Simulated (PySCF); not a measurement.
hydronium (H3O), SMILES [OH3+], charge +1. Geometry: PBE0-D3(BJ)/def2-TZVPD.

TDA-CAM-B3LYP/def2-TZVPD (PySCF) puts the lowest singlet excitations at 11.40, 13.73, 13.73, 16.14, 16.21, 16.21 eV.

Q: What are the lowest excitation roots from ADC(2)/aug-cc-pVDZ (PySCF 2.14.0)? (An estimate is asked for; the answer gives what the named calculation found.)

A: 11.59, 14.13, 14.13, 16.52, 16.53, 16.53 eV. S1 differs by 0.19 eV (second minus first; roots are paired by order, and the bases may differ).
